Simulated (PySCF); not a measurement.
Coordinates in bohr (charge 0 multiplicity 1):
```
Ru    0.0000    0.0000   -2.4543
N     0.0000    0.0000   -5.3657
I     0.0000    0.0000    2.5633
```

All numbers come from PBE0 in PySCF with Ru def2-TZVP with ECP28, N def2-TZVP, I def2-TZVP with ECP28; scalar-relativistic core potentials, no spin–orbit coupling; density-fitted integrals.

This geometry of IRuN is a stationary point at this level.

(1) What is the point group?

(2) Is it a minimum?

(3) Which band is strongest in the infrared?

(4) What are the dipole moment and the gap between the highest occupied and lowest empty levels?

Answers

(1) C∞v.

(2) No: it has 2 imaginary modes (one degenerate set), at 102i cm⁻¹ (π).

(3) 1268 cm⁻¹ (σ+), 146 km/mol.

(4) 1.83 D and 3.96 eV.

This need not be the most stable arrangement of these atoms. At this level a singlet minimum of Cs symmetry lies 16 kJ/mol below this structure.
